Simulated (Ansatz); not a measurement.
A structure relaxed at PBE0-D4/def2-TZVP, charge 0, multiplicity 1:

Cartesian coordinates in Å:
```
Al 1.316 1.445 2.161
N 0.903 1.420 0.407
C 0.216 0.468 -0.226
C -0.413 -0.419 -0.765
Si -1.347 -1.729 -1.580
H 2.142 2.712 2.611
H 0.830 0.242 3.050
H 1.197 2.174 -0.201
H -2.714 -1.843 -1.007
H -1.464 -1.428 -3.031
H -0.666 -3.042 -1.420
```

Task: Give its formula and SMILES.

Result: C2H6AlNSi, `[AlH2][NH]C#C[SiH3]`.

Task: Point group (tolerance 0.08 Å, 0.16 Å for H)?

Result: Cs.

Task: Summarise the bond lengths by kind.

Result: 1 × Al–N 1.803 Å; 2 × Al–H 1.573 to 1.578 Å; 1 × C–N 1.333 Å; 1 × H–N 1.012 Å; 1 × C–C 1.214 Å; 1 × C–Si 1.803 Å; 3 × H–Si 1.486 to 1.487 Å.

All numbers were calculated with Ansatz.
